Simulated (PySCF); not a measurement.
## PBE0 on Ru²⁺ (ruthenium, charge +2)

Configuration: [Kr] 4d6, high-spin 5D determinant. All numbers are calculated (PySCF 2.14, scalar relativity by spin-free X2C-1e, in x2c-QZVPPall (13s8p7d4f2g, 118 functions)).

| Item | Value |
| --- | --- |
| Total energy | -4529.16 hartree |
| One-electron energy | -6214.31 hartree |
| Hartree (Coulomb) energy | 1819.16 hartree |
| Exchange-correlation energy | -134.02 hartree |
| ⟨S²⟩ | 6.0014 |
| ⟨L²⟩ | 6.017 |
| Sum of ⟨r⟩ | 26.02 bohr |
| Sum of ⟨r²⟩ | 30.77 bohr² |
| Traceless quadrupole moment −½Σ⟨3z² − r²⟩ along its main axis | 0.667 e·bohr² |
| Langevin diamagnetic susceptibility | -24.4 ×10⁻⁶ cm³/mol |

| shell | electrons | mean orbital energy (hartree) | spread (hartree) | rms radius, mean of both spins (bohr) |
| --- | --- | --- | --- | --- |
| 1s β | 1 | -808.70251 | 0 | 0.0384 |
| 1s α | 1 | -808.70199 | 0 | 0.0384 |
| 2s α | 1 | -117.68073 | 0 | 0.158 |
| 2s β | 1 | -117.65464 | 0 | 0.158 |
| 2p α | 3 | -105.44880 | 0.01089 | 0.140 |
| 2p β | 3 | -105.42690 | 0.00471 | 0.140 |
| 3s α | 1 | -21.66604 | 0 | 0.430 |
| 3s β | 1 | -21.65292 | 0 | 0.430 |
| 3p α | 3 | -17.61429 | 0.02077 | 0.434 |
| 3p β | 3 | -17.59886 | 0.01696 | 0.434 |
| 3d α | 5 | -11.08658 | 0.02477 | 0.420 |
| 3d β | 5 | -11.05775 | 0.01668 | 0.420 |
| 4s α | 1 | -3.77299 | 0 | 1.08 |
| 4s β | 1 | -3.63803 | 0 | 1.08 |
| 4p α | 3 | -2.62979 | 0.04826 | 1.20 |
| 4p β | 3 | -2.47201 | 0.00127 | 1.20 |
| 4d α | 5 | -0.99761 | 0.05621 | 1.65 |
| 4d β | 1 | -0.89231 | 0 | 1.65 |

Densities and radii are taken from the X2C orbitals without a picture-change correction, which distorts them close to the nucleus.
